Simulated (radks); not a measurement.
Values are calculated unless marked as measured or tabulated.
Charge is removed step by step from the 3d5/2 level of As+, starting from [Ar] 3d(3/2: 4, 5/2: 6) 4s2 4p2. Code: a radial shooting solver on a logarithmic mesh with Libxc functionals. Model: Dirac Kohn-Sham, PBEsol, spin-unpolarised, spherical densities, finite nucleus; open shells fill j = l - 1/2 first; Fermi nuclear charge, rms radius 4.0968 fm.

| removed (e) | E - E(0) (eV) | eigenvalue (eV) | E minus straight line (eV) |
|---|---|---|---|
| 0 | 0.000 | -49.921 | 0.000 |
| 0.125 | 6.410 | -52.653 | -1.248 |
| 0.25 | 13.165 | -55.435 | -2.151 |
| 0.375 | 20.271 | -58.265 | -2.703 |
| 0.5 | 27.734 | -61.142 | -2.899 |
| 0.625 | 35.559 | -64.065 | -2.732 |
| 0.75 | 43.752 | -67.033 | -2.197 |
| 0.875 | 52.319 | -70.044 | -1.288 |
| 1 | 61.265 | -73.098 | 0.000 |

Removing the whole electron costs 61.265 eV by Delta-SCF, against 49.921 eV from minus the eigenvalue at the starting occupation. Slater's transition state (half an electron removed) gives 61.142 eV. Integrating minus the eigenvalue over the occupation (Janak's theorem) gives 61.265 eV. The mean slope of the eigenvalue, de/dn, is 23.2 eV per electron.
